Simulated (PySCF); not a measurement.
# Stretching one bond of H4NSi cation

All numbers below are calculated, not measured. They come from PySCF 2.14.0, an open-source quantum chemistry program, on an isolated molecule that a program drew, which may never have been made. The molecule is H4NSi cation (charge +1, singlet), drawn as the SMILES string `N[SiH2+]`.

The structure below is the HF double-zeta minimum with every atom moved a little at random, so it isn't optimised. Bond Si2-H5 is then set to each length in the table by shifting atom 5 along it, with nothing else relaxed.
```xyz
6
H4NSi cation, angstrom
N     1.2511    0.2197   -1.1167
Si    1.0272   -0.4659    0.3392
H     2.1894    0.4081   -1.5177
H     0.5183    0.4968   -1.7268
H     2.1948   -0.8492    1.0915
H    -0.3130   -0.6975    0.7607
```

E is the energy above the same method's energy at the HF double-zeta minimum. IE is the energy to remove one electron at fixed geometry, to the doublet state of charge +2, as a difference of total energies. The basis family is cc-pV(n+d)Z, with UHF for radicals and no spin-orbit coupling. Best is HF at quadruple zeta, plus MP2 correlation extrapolated from triple and quadruple zeta, plus CCSD(T) minus MP2 at triple zeta, with a frozen core. The other columns are at triple zeta.

| bond (Å) | E MP2 (kcal/mol) | E HF (kcal/mol) | E CCSD(T) (kcal/mol) | E best (kcal/mol) | IE MP2 (eV) | IE HF (eV) | IE CCSD(T) (eV) | IE best (eV) | T1 |
|---|---|---|---|---|---|---|---|---|---|
| 1.3429 | 4.40 | 4.43 | 4.69 | 4.68 | 18.141 | 16.392 | 18.052 | 18.192 | 0.015 |
| 1.4409 | 0.87 | 0.99 | 0.96 | 0.96 | 18.131 | 16.384 | 18.041 | 18.180 | 0.015 |
| 1.5419 | ? | ? | ? | ? | ? | ? | ? | ? | ? |
| 1.6489 | 7.69 | 8.40 | 7.14 | 7.21 | 18.101 | 16.359 | 18.010 | 18.146 | 0.015 |
| 1.6639 | 8.65 | 9.41 | 8.03 | 8.11 | 18.098 | 16.357 | 18.007 | 18.144 | 0.015 |

T1 is the CCSD diagnostic of the starting molecule.

**Estimate the best E and IE at 1.5419 Å from the other rows.**

A cubic in the inverse of the bond length through the other values of E best gives 2.26 kcal/mol there. A least-squares quadratic in the bond length through IE best gives 18.165 eV. The calculation gives 2.25 kcal/mol and 18.165 eV, so the fits miss by 0.01 kcal/mol and 0.000 eV. The same recipe one zeta lower moves these two values by 0.03 kcal/mol and 0.03 eV, a gauge of their own error. The rest of the row: E is 2.40 (MP2), 2.74 (HF), 2.23 (CCSD(T)); IE is 18.118 (MP2), 16.374 (HF), 18.027 (CCSD(T)); T1 is 0.015.
